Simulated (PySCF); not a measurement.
PySCF input (HF/def2-TZVPD):

```python
from pyscf import gto, scf, dft

mol = gto.M(
    atom='''
    B    -0.04148660    0.12223230    0.01772511
    C     1.51489300   -0.21010394    0.03907455
    C    -1.09242680   -1.06746488   -0.09617547
    N    -0.46923955    1.43298583   -0.02110676
    H     1.72294395   -0.93365779    0.83268866
    H     1.79547416   -0.69182194   -0.90267454
    H     2.15502148    0.66000086    0.18026650
    H    -2.13141603   -0.74255864   -0.13516338
    H    -0.88249984   -1.66369203   -0.98908436
    H    -0.96771937   -1.73675185    0.76070688
    H    -0.73449182    2.13183212    0.65498755
    ''',
    basis='def2-tzvpd',
    charge=0,
    spin=1,
    verbose=4,
)

mf = scf.UHF(mol).density_fit(auxbasis='def2-universal-jkfit')
mf.conv_tol = 1e-9
mf.max_cycle = 100
mf.max_memory = 1500
mf.kernel()
if not mf.converged:
    mf = mf.newton()
    mf.kernel(mf.make_rdm1())
for _ in range(2):
    mo, _, stable, _ = mf.stability(return_status=True)
    if stable:
        break
    mf.kernel(mf.make_rdm1(mo, mf.mo_occ))
mf.analyze()
```

Output:

```
PySCF version 2.14.0

[INPUT] verbose = 4
[INPUT] num. atoms = 11
[INPUT] num. electrons = 31
[INPUT] charge = 0
[INPUT] spin (= nelec alpha-beta = 2S) = 1
[INPUT] symmetry False subgroup None
[INPUT] Mole.unit = angstrom
[INPUT] Symbol           X                Y                Z      unit          X                Y                Z       unit  Magmom
[INPUT]  1 B     -0.041486600000   0.122232300000   0.017725110000 AA   -0.078398311839   0.230985570576   0.033495603428 Bohr   0.0
[INPUT]  2 C      1.514893000000  -0.210103940000   0.039074550000 AA    2.862732878021  -0.397038904292   0.073840197941 Bohr   0.0
[INPUT]  3 C     -1.092426800000  -1.067464880000  -0.096175470000 AA   -2.064387463135  -2.017216270792  -0.181745298201 Bohr   0.0
[INPUT]  4 N     -0.469239550000   1.432985830000  -0.021106760000 AA   -0.886734236314   2.707950759083  -0.039885995777 Bohr   0.0
[INPUT]  5 H      1.722943950000  -0.933657790000   0.832688660000 AA    3.255892193476  -1.764357517167   1.573553514431 Bohr   0.0
[INPUT]  6 H      1.795474160000  -0.691821940000  -0.902674540000 AA    3.392954426134  -1.307353993565  -1.705807660218 Bohr   0.0
[INPUT]  7 H      2.155021480000   0.660000860000   0.180266500000 AA    4.072400389755   1.247220867377   0.340654314434 Bohr   0.0
[INPUT]  8 H     -2.131416030000  -0.742558640000  -0.135163380000 AA   -4.027792554208  -1.403232461030  -0.255421770271 Bohr   0.0
[INPUT]  9 H     -0.882499840000  -1.663692030000  -0.989084360000 AA   -1.667683002572  -3.143922292322  -1.869098554491 Bohr   0.0
[INPUT] 10 H     -0.967719370000  -1.736751850000   0.760706880000 AA   -1.828724574737  -3.281985342832   1.437527664272 Bohr   0.0
[INPUT] 11 H     -0.734491820000   2.131832120000   0.654987550000 AA   -1.387988380533   4.028578850351   1.237747084500 Bohr   0.0

nuclear repulsion = 106.066672982916
number of shells = 87
number of NR pGTOs = 285
number of NR cGTOs = 211
basis = def2-tzvpd
ecp = {}

******** <class 'pyscf.df.df_jk.DFUHF'> ********
method = DFUHF
initial guess = minao
damping factor = 0
level_shift factor = 0
DIIS = <class 'pyscf.scf.diis.CDIIS'>
diis_start_cycle = 1
diis_space = 8
diis_damp = 0
SCF conv_tol = 1e-09
SCF conv_tol_grad = None
SCF max_cycles = 100
direct_scf = False
number electrons alpha = 16  beta = 15
Set gradient conv threshold to 3.16228e-05
******** <class 'pyscf.df.df.DF'> ********
auxbasis = def2-universal-jkfit
init E= -159.297333433961
  alpha nocc = 16  HOMO = -0.210772305311794  LUMO = 0.033637774869911
  beta  nocc = 15  HOMO = -0.315966671144938  LUMO = -0.210772305311794

WARN: HOMO -0.210772305311794 >= LUMO -0.210772305311794

cycle= 1 E= -158.911934221885  delta_E= 0.385  |g|= 0.278  |ddm|= 1.67
  alpha nocc = 16  HOMO = -0.36496993057264  LUMO = 0.0480764721993894
  beta  nocc = 15  HOMO = -0.379759153384848  LUMO = 0.0418271442436251
  HOMO = -0.364969930573  LUMO = 0.0418271442436  gap/eV = 11.06951
cycle= 2 E= -158.981003308935  delta_E= -0.0691  |g|= 0.146  |ddm|= 0.434
  alpha nocc = 16  HOMO = -0.403483957251817  LUMO = 0.0491815780666306
  beta  nocc = 15  HOMO = -0.427713154283458  LUMO = 0.0431337035808817
  HOMO = -0.403483957252  LUMO = 0.0431337035809  gap/eV = 12.15309
[...]
  beta  nocc = 15  HOMO = -0.419583194482666  LUMO = 0.0486004605015449
  HOMO = -0.410468523106  LUMO = 0.0486004605015  gap/eV = 12.49190
Extra cycle  E= -159.004965666164  delta_E= -5.67e-11  |g|= 4.25e-06  |ddm|= 1.06e-05
converged SCF energy = -159.004965666164  <S^2> = 0.76528414  2S+1 = 2.0152262
uhf_internal: lowest eigs of H = [0.12726609 0.38247493 0.47710988]
<class 'pyscf.df.df_jk.DFUHF'> wavefunction is stable in the internal stability analysis
**** SCF Summaries ****
Total Energy =                        -159.004965666164026
Nuclear Repulsion Energy =             106.066672982915591
One-electron Energy =                 -424.018788369327410
Two-electron Energy =                  158.947149720247808
Two-electron Coulomb Energy =          182.388009014349421
DFT Exchange-Correlation Energy =      -23.440859294101614
HOMO-LUMO gap [eV] =                    12.491903322743832
**** MO energy ****
                             alpha | beta                alpha | beta
MO #1   energy= -15.5724691668448  | -15.5400297977325  occ= 1 | 1
MO #2   energy= -11.1906493226733  | -11.1882390884172  occ= 1 | 1
MO #3   energy= -11.1906229376829  | -11.1882108046028  occ= 1 | 1
MO #4   energy= -7.58643852376346  | -7.58961953096324  occ= 1 | 1
MO #5   energy= -1.16989107986686  | -1.05654672487782  occ= 1 | 1
MO #6   energy= -0.956094727292269 | -0.943501322203574 occ= 1 | 1
MO #7   energy= -0.920986625126972 | -0.914248234132353 occ= 1 | 1
MO #8   energy= -0.712607879544258 | -0.694637645182901 occ= 1 | 1
MO #9   energy= -0.581522357921417 | -0.576805142927718 occ= 1 | 1
MO #10  energy= -0.579467787805281 | -0.559449710754846 occ= 1 | 1
MO #11  energy= -0.5617063715324   | -0.535834880974684 occ= 1 | 1
MO #12  energy= -0.526564356086902 | -0.525420756697787 occ= 1 | 1
MO #13  energy= -0.51355258503627  | -0.495571736343406 occ= 1 | 1
MO #14  energy= -0.509333296692363 | -0.450398104370555 occ= 1 | 1
MO #15  energy= -0.463995965588538 | -0.419583194482666 occ= 1 | 1
MO #16  energy= -0.410468523105628 | 0.0486004605015449 occ= 1 | 0
MO #17  energy= 0.0477975690106867 | 0.0711031411300755 occ= 0 | 0
MO #18  energy= 0.0904148194420178 | 0.0913283632352133 occ= 0 | 0
MO #19  energy= 0.09047802918199   | 0.118938601713558  occ= 0 | 0
MO #20  energy= 0.131054045760977  | 0.13149234737862   occ= 0 | 0
MO #21  energy= 0.14012575966014   | 0.140829550720234  occ= 0 | 0
MO #22  energy= 0.143825521907884  | 0.144597120703501  occ= 0 | 0
MO #23  energy= 0.14748702334617   | 0.14969454789147   occ= 0 | 0
MO #24  energy= 0.15529487934532   | 0.158985128209299  occ= 0 | 0
MO #25  energy= 0.160863557818887  | 0.164366220086982  occ= 0 | 0
MO #26  energy= 0.165330684714971  | 0.169317675184287  occ= 0 | 0
MO #27  energy= 0.191714694614312  | 0.192296837463964  occ= 0 | 0
MO #28  energy= 0.197819063284285  | 0.199297570939309  occ= 0 | 0
MO #29  energy= 0.20582215537928   | 0.209577056562892  occ= 0 | 0
MO #30  energy= 0.21388471611614   | 0.225367814980261  occ= 0 | 0
MO #31  energy= 0.22884915315137   | 0.229232203269387  occ= 0 | 0
MO #32  energy= 0.231404442390131  | 0.232469486380919  occ= 0 | 0
MO #33  energy= 0.241845449099149  | 0.242691819057743  occ= 0 | 0
MO #34  energy= 0.27579511030656   | 0.27695859424332   occ= 0 | 0
MO #35  energy= 0.281412046307191  | 0.282128364308856  occ= 0 | 0
MO #36  energy= 0.295212340617257  | 0.295175410825505  occ= 0 | 0
MO #37  energy= 0.321293741615736  | 0.323000491538494  occ= 0 | 0
MO #38  energy= 0.322920550086314  | 0.324309999623912  occ= 0 | 0
MO #39  energy= 0.332480636996463  | 0.333323636594652  occ= 0 | 0
MO #40  energy= 0.333597549617035  | 0.338249049959557  occ= 0 | 0
MO #41  energy= 0.338213916591366  | 0.342152973148345  occ= 0 | 0
MO #42  energy= 0.341967465183408  | 0.349087857880783  occ= 0 | 0
MO #43  energy= 0.364971830942008  | 0.366828262206165  occ= 0 | 0
MO #44  energy= 0.368737643087939  | 0.370755132489328  occ= 0 | 0
MO #45  energy= 0.374497065201715  | 0.375591587906505  occ= 0 | 0
MO #46  energy= 0.377611636881515  | 0.37878667532246   occ= 0 | 0
MO #47  energy= 0.396362549086554  | 0.401096285460902  occ= 0 | 0
MO #48  energy= 0.403959067868575  | 0.405320532664514  occ= 0 | 0
MO #49  energy= 0.411935727360451  | 0.413202542555789  occ= 0 | 0
MO #50  energy= 0.415005015705354  | 0.416715756572751  occ= 0 | 0
MO #51  energy= 0.419244802011561  | 0.420820501255006  occ= 0 | 0
MO #52  energy= 0.420506946058261  | 0.421611377808739  occ= 0 | 0
MO #53  energy= 0.423168187868672  | 0.424989161698647  occ= 0 | 0
MO #54  energy= 0.45371278195528   | 0.455791652589618  occ= 0 | 0
MO #55  energy= 0.470063172498016  | 0.470759901616539  occ= 0 | 0
MO #56  energy= 0.474323886983749  | 0.475589614014889  occ= 0 | 0
MO #57  energy= 0.478496141660778  | 0.481232843016254  occ= 0 | 0
MO #58  energy= 0.485878683883412  | 0.486942965240831  occ= 0 | 0
MO #59  energy= 0.48823211300815   | 0.48965379851749   occ= 0 | 0
MO #60  energy= 0.491815859988628  | 0.492100005802367  occ= 0 | 0
MO #61  energy= 0.492817019135122  | 0.494498968305664  occ= 0 | 0
MO #62  energy= 0.503005572416077  | 0.505265787249028  occ= 0 | 0
MO #63  energy= 0.506007443916311  | 0.520002466306523  occ= 0 | 0
MO #64  energy= 0.543720298925956  | 0.546640272501018  occ= 0 | 0
MO #65  energy= 0.546542965216116  | 0.554570586183753  occ= 0 | 0
MO #66  energy= 0.552591377244918  | 0.557946019944524  occ= 0 | 0
MO #67  energy= 0.56145392268571   | 0.561471307059131  occ= 0 | 0
MO #68  energy= 0.570205454399003  | 0.570255811564847  occ= 0 | 0
MO #69  energy= 0.582173961921058  | 0.585735424418099  occ= 0 | 0
MO #70  energy= 0.607955152977668  | 0.616887336123414  occ= 0 | 0
MO #71  energy= 0.611062819728075  | 0.620226798040378  occ= 0 | 0
MO #72  energy= 0.620589865165242  | 0.626863189206524  occ= 0 | 0
MO #73  energy= 0.640950575906596  | 0.643189705864199  occ= 0 | 0
MO #74  energy= 0.65125585574957   | 0.655297857846775  occ= 0 | 0
MO #75  energy= 0.665770053153841  | 0.669455678629505  occ= 0 | 0
MO #76  energy= 0.675560272902208  | 0.68182944560242   occ= 0 | 0
MO #77  energy= 0.688476412544195  | 0.694222390020919  occ= 0 | 0
MO #78  energy= 0.711757456719813  | 0.724675283509235  occ= 0 | 0
MO #79  energy= 0.720220581509927  | 0.742681254471851  occ= 0 | 0
MO #80  energy= 0.758811135346088  | 0.76700594468597   occ= 0 | 0
MO #81  energy= 0.794107040646105  | 0.796321870550468  occ= 0 | 0
MO #82  energy= 0.804775025283088  | 0.805569542734604  occ= 0 | 0
MO #83  energy= 0.812890781720685  | 0.817236765662942  occ= 0 | 0
MO #84  energy= 0.82826704652221   | 0.830729203164311  occ= 0 | 0
MO #85  energy= 0.867860810431292  | 0.868912947813403  occ= 0 | 0
MO #86  energy= 0.878450164648587  | 0.880150958307597  occ= 0 | 0
MO #87  energy= 0.880030639676197  | 0.884577363363687  occ= 0 | 0
MO #88  energy= 0.899556382987547  | 0.90272841127635   occ= 0 | 0
MO #89  energy= 0.912650236178597  | 0.917627088599557  occ= 0 | 0
MO #90  energy= 0.934782500367122  | 0.93924631328289   occ= 0 | 0
MO #91  energy= 0.967032705799016  | 0.976222658045638  occ= 0 | 0
MO #92  energy= 0.97038453122347   | 0.982286001941375  occ= 0 | 0
MO #93  energy= 0.982498846773204  | 0.98489570685948   occ= 0 | 0
MO #94  energy= 1.0190713496054    | 1.02673424222204   occ= 0 | 0
MO #95  energy= 1.02923041431955   | 1.03512950555762   occ= 0 | 0
MO #96  energy= 1.04811841167442   | 1.06390148892043   occ= 0 | 0
MO #97  energy= 1.07192936878755   | 1.07921307211714   occ= 0 | 0
MO #98  energy= 1.08101512132838   | 1.08481373395317   occ= 0 | 0
MO #99  energy= 1.13930235389999   | 1.14999642962922   occ= 0 | 0
MO #100 energy= 1.19224066730316   | 1.1944353025259    occ= 0 | 0
MO #101 energy= 1.24858113461226   | 1.25584199619884   occ= 0 | 0
MO #102 energy= 1.2917400193826    | 1.29432802842509   occ= 0 | 0
MO #103 energy= 1.30485151804214   | 1.30898093680522   occ= 0 | 0
MO #104 energy= 1.31162594217803   | 1.32700471911974   occ= 0 | 0
[...]
```

It need not be the lowest isomer of its formula.
